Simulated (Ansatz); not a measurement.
Start from `[CH3][W]([NH2])(=[S])=[S]` and change one atom or group to get `[CH3][W](=[S])(=[S])[Cl]`.

Ansatz, PBE0-D4/def2-TZVP geometries, multiplicity 1. Each molecule was computed in one conformer, which needn't be the lowest.

Elements past krypton have def2 core potentials.

| property | `[CH3][W]([NH2])(=[S])=[S]` |
| --- | --- |
| ideal-gas entropy at 298 K and 1 bar (rigid rotor, harmonic PBE0-D4/def2-TZVP) / J/(mol·K) | 376 |
| HOMO–LUMO gap (ωB97M-V/def2-TZVPP) / eV | 8.70 |
| size of the dipole moment (ωB97M-V/def2-TZVPP) / D | 3.86 |
| HOMO–LUMO gap (PBE0/def2-TZVPP) / eV | 4.70 |
| size of the dipole moment (PBE/def2-TZVPP) / D | 3.84 |
| HOMO energy (ωB97M-V/def2-TZVPP) / eV | -9.11 |

(1) Give the same properties after the change, and the shifts. (An estimate is asked.)

## Answers

(1) Ansatz gave: 
```
                                                                                  property  `[CH3][W](=[S])(=[S])[Cl]`  shift
ideal-gas entropy at 298 K and 1 bar (rigid rotor, harmonic PBE0-D4/def2-TZVP) / J/(mol·K)                         379      3
                                                   HOMO–LUMO gap (ωB97M-V/def2-TZVPP) / eV                        8.21  -0.49
                                        size of the dipole moment (ωB97M-V/def2-TZVPP) / D                        2.05  -1.81
                                                      HOMO–LUMO gap (PBE0/def2-TZVPP) / eV                        4.21  -0.49
                                            size of the dipole moment (PBE/def2-TZVPP) / D                        2.06  -1.78
                                                     HOMO energy (ωB97M-V/def2-TZVPP) / eV                       -9.40  -0.29
```

With PBE0 the HOMO falls by 0.33 eV and the LUMO falls by 0.81 eV, so the gap narrows by about 0.48 eV. PBE moves the HOMO by -0.34 eV and ωB97M-V by -0.29 eV. The zero-point energy changes by -64.8 kJ/mol with -6 modes. Dipoles are sizes alone; their direction can turn.
